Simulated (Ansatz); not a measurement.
CH3AlFNS (`N[C]1(F)[AlH][S]1`), relaxed with RKS PBE0-D4/def2-TZVP in Ansatz from a PBE-D4/def2-SVP geometry. The force threshold is 0.005 eV/Å; the program also tests the step.

The species carries charge 0 and has multiplicity 1.

Start:

```xyz
8

N     0.174   -0.722   -1.277
C     0.295    0.289   -0.288
F     0.839    1.407   -0.893
Al   -0.543    0.576    1.473
S     1.396   -0.349    1.187
H    -0.566   -0.500   -1.955
H    -0.004   -1.642   -0.864
H    -1.592    0.940    2.617
```

Problem. By how much does the energy fall, and how many steps does the optimiser take? (Estimate.)

Solution. Computed: 4.32 kJ/mol, in 11 steps, 1 of them rejected.

Problem. Which bonds change most? (Estimate.)

Solution. Computed: C2–S5 from 1.949 to 1.900 Å; Al4–S5 from 2.167 to 2.133 Å; C2–Al4 from 1.971 to 1.944 Å; Al4–H8 from 1.594 to 1.573 Å.

Problem. Give the relaxed structure. (An estimate is asked.)

Solution. The calculation gave: 
```xyz
8

N     0.149   -0.700   -1.275
C     0.297    0.286   -0.270
F     0.866    1.394   -0.859
Al   -0.529    0.555    1.469
S     1.374   -0.358    1.156
H    -0.640   -0.510   -1.880
H     0.080   -1.629   -0.890
H    -1.598    0.961    2.549
```
